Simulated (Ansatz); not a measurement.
Program: Ansatz. Geometries: PBE0-D4/def2-TZVP. ΔE: electronic, gas phase. CCSD(T)/CBS adds triple-zeta CCSD(T) − MP2 to the extrapolated MP2 energy (def2 sets, frozen cores). This one scheme is used for every species. DFT in def2-TZVPP. B3LYP here is the variant with VWN-RPA as its local correlation; programs differ in this. Each species was taken in one conformer, which may not be the lowest.

Reaction (formal exchange of groups at the Si–N bond): `BN[SiH2]OC` + silanol → `CO[SiH2][SiH2]O` + `BN`

Task: Is it downhill or uphill in electronic energy at CCSD(T)/CBS, and by how much? (An estimate is asked.)

Result: Computed: Uphill: ΔE = +70.4 kJ/mol.

Task: What do these levels give: PBE0-D4, B3LYP-D4, PBE, B3LYP, HF/def2-TZVPP, SCS-MP2/def2-TZVPP? (Best estimate.)

Result: The calculation gave: PBE0-D4 53.8, B3LYP-D4 64.0, PBE 45.6, B3LYP 63.9, HF/def2-TZVPP 85.3, SCS-MP2/def2-TZVPP 80.0 kJ/mol.

Largest T1 diagnostic among the species: 0.012.

From PBE to PBE0 (25 % exact exchange), in def2-TZVPP and without D4, ΔE moves by +8.4 kJ/mol. In def2-TZVPP, CCSD(T) changes the Hartree–Fock value by −14.0 kJ/mol (the triples alone add −1.8 kJ/mol) and MP2 by −6.3 kJ/mol.
